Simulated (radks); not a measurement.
Neutral selenium inside a hard spherical wall (all orbitals vanish at R), configuration held at [Ar] 3d10 4s2 4p4 and not refilled when levels cross. All-electron calculation, scalar-relativistic Kohn-Sham, LDA (Slater exchange, Perdew-Wang correlation), spin-unpolarised, spherical densities, finite nucleus; Fermi nuclear charge, rms radius 4.14 fm. Program: a radial shooting solver on a logarithmic mesh with Libxc functionals. Eigenvalues in eV, with the zero of energy where the potential of the charges vanishes at infinity; a dash marks a level that is unbound or too diffuse for the functional's potential to be trusted. A positive occupied level is held by the wall or, in an anion where self-interaction has pushed it up, behind a barrier. The pressure on the wall is -dE/dV.

\begin{tabular}{lrrrrrrrrr}
R (bohr) & E (hartree) & kinetic (hartree) & e(3p) & e(3d) & e(4s) & e(4p) & e(5s, empty) & e(5p, empty) & pressure (GPa) \\ \hline
free & -2426.77182 & 2475.425 & -152.70 & -53.388 & -17.483 & -6.655 & -0.461 & - & 0 \\
15 & -2426.77182 & 2475.425 & -152.70 & -53.388 & -17.483 & -6.655 & -0.407 & 0.711 & < 0.0001 \\
12 & -2426.77182 & 2475.425 & -152.70 & -53.387 & -17.482 & -6.655 & -0.270 & 1.170 & < 0.0001 \\
6 & -2426.75550 & 2475.544 & -151.98 & -52.673 & -16.924 & -6.080 & 4.354 & 8.935 & 1.49 \\
3.5 & -2426.11484 & 2478.448 & -143.07 & -43.886 & -9.887 & 2.406 & 37.358 & 48.794 & 201 \\
3 & -2425.27330 & 2481.572 & -136.70 & -37.652 & -3.726 & 10.008 & 63.327 & 77.462 & 663 \\
2.5 & -2423.13599 & 2488.713 & -125.87 & -27.053 & 9.415 & 25.848 & 114.05 & 131.57 & 2530 \\
\end{tabular}
